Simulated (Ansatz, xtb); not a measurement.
**A geometry optimisation of CFMgO2 with r2SCAN-D4/def2-SVP**

The starting geometry of this gas-phase doublet was built from a drawn formula by distance geometry and a force field; its bonds are those of `O=C(F)[O][Mg]`.

```xyz
5

C    -0.5425    2.0006   -0.4933
F    -1.8585    2.0726   -0.6084
Mg    2.1322    2.5150    0.7414
O     0.1108    1.3242   -1.3311
O     0.1457    2.6425    0.5672
```

**Question.** Where would you expect an optimisation with r2SCAN-D4/def2-SVP to take it?

**Answer.** New bonds form, giving a structure given below by its coordinates. Distances that change by over a tenth: C1–O5 (1.42 → 1.25 Å). Contacts that close: C1–Mg3 (2.99 → 2.36 Å), Mg3–O4 (3.13 → 2.09 Å).

The energy falls by 1.14 eV over 8 steps:

```csv
step,E − E(last) (eV)
1,1.137
2,0.574
3,0.347
4,0.275
5,0.073
6,0.053
7,0.000
8,0.000
```

Final geometry (Å):

| atom | x (Å) | y (Å) | z (Å) |
| --- | --- | --- | --- |
| C | -0.4310 | 2.0868 | -0.3368 |
| F | -1.7089 | 2.0160 | -0.6718 |
| Mg | 1.8507 | 2.2151 | 0.2599 |
| O | 0.4008 | 1.4824 | -1.0539 |
| O | -0.1239 | 2.7546 | 0.6787 |

From the same start GFN2-xTB reaches the same bonding as this run.

No frequencies were run, so the end isn't proven a minimum. Open shells are spin-unrestricted. Run with Ansatz 0.2.0, 68 s on 1 thread of Arm Neoverse V1 (shared host).
